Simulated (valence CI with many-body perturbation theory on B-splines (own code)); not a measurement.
# Yb XXXVIII: what each term of the Hamiltonian does

Calculated by configuration interaction combined with many-body perturbation theory (CI+MBPT): five valence electrons over a frozen Dirac-Fock core [Ar] 3d10, a basis of 9 s, 9 p, 8 d, 6 f, 3 g, 1 h functions for each j, with the one-electron correlation potential Σ1 (screened to all orders), the two-electron term Σ2, the three-electron term Σ3, Breit, model QED; selected single and double excitations, second order for the rest (own B-spline code, finite nucleus).

No measured spectrum was set against this ion. As an estimate, large intervals hold to a few tenths of a per cent, small ones and those within an open d or f shell to about a per cent. Among the levels kept, up to 300 cm⁻¹ of a level comes from second order outside the variational space, and about a tenth of that is noise between levels of different J, which matters for small intervals.

Each rung adds one term. CI alone is the Dirac-Coulomb CI over the frozen core; QED comes last and gives the full result, which names the levels. Energies are above (4s^2 4p1/2^2 4p3/2) J=3/2 on the same rung, in eV.

Levels are named by their leading jj configuration (3d3/2^4 stands for four electrons in 3d with j = 3/2), which in mixed levels can hold well under half, so a name can repeat and another be missing. Letters in brackets count levels of one name in rising energy.

```csv
Level,CI alone
(4s^2 4p1/2 4p3/2^2) J=3/2,65.14
(4s^2 4p1/2 4p3/2^2) J=5/2,70.30
(4s^2 4p1/2 4p3/2^2) J=1/2,76.68
(4s^2 4p1/2^2 4d3/2) J=3/2,140.01
(4s^2 4p3/2^3) J=3/2,142.72
(4s 4p1/2^2 4p3/2^2) J=5/2,149.67
(4s^2 4p1/2^2 4d5/2) J=5/2,165.48
(4s 4p1/2^2 4p3/2^2) J=1/2,167.35
(4s 4p1/2^2 4p3/2^2) J=3/2,169.98
(4s^2 4p1/2 4p3/2 4d3/2) J=3/2 [a],205.05
(4s^2 4p1/2 4p3/2 4d3/2) J=5/2 [a],205.21
(4s^2 4p1/2 4p3/2 4d3/2) J=1/2 [a],205.54
(4s^2 4p1/2 4p3/2 4d3/2) J=7/2,210.36
(4s 4p1/2 4p3/2^3) J=3/2 [a],215.15
(4s^2 4p1/2 4p3/2 4d5/2) J=7/2 [a],220.41
(4s^2 4p1/2 4p3/2 4d5/2) J=5/2 [a],220.54
```

**Question.** What do these energies become with core correlation, Breit and QED?

**Answer.** (4s^2 4p1/2 4p3/2^2) J=3/2 64.89 (-0.252); (4s^2 4p1/2 4p3/2^2) J=5/2 69.92 (-0.386); (4s^2 4p1/2 4p3/2^2) J=1/2 76.23 (-0.451); (4s^2 4p1/2^2 4d3/2) J=3/2 139.27 (-0.739); (4s^2 4p3/2^3) J=3/2 142.00 (-0.719); (4s 4p1/2^2 4p3/2^2) J=5/2 149.13 (-0.543); (4s^2 4p1/2^2 4d5/2) J=5/2 164.09 (-1.383); (4s 4p1/2^2 4p3/2^2) J=1/2 166.43 (-0.920); (4s 4p1/2^2 4p3/2^2) J=3/2 168.77 (-1.208); (4s^2 4p1/2 4p3/2 4d3/2) J=3/2 [a] 204.01 (-1.042); (4s^2 4p1/2 4p3/2 4d3/2) J=5/2 [a] 204.15 (-1.060); (4s^2 4p1/2 4p3/2 4d3/2) J=1/2 [a] 204.51 (-1.025); (4s^2 4p1/2 4p3/2 4d3/2) J=7/2 209.16 (-1.194); (4s 4p1/2 4p3/2^3) J=3/2 [a] 214.32 (-0.834); (4s^2 4p1/2 4p3/2 4d5/2) J=7/2 [a] 219.11 (-1.295); (4s^2 4p1/2 4p3/2 4d5/2) J=5/2 [a] 219.46 (-1.086).

**Question.** How does the ionisation energy move along the ladder, and which term matters most?

**Answer.** CI alone 1669.9, + Σ1 1671.4, + Σ2 1671.6, + Σ3 1671.3, + Breit 1670.2, + QED 1670.1 eV. The largest step is Σ1, 1.5 eV. NIST lists 1668 ± 4 eV (theoretical).
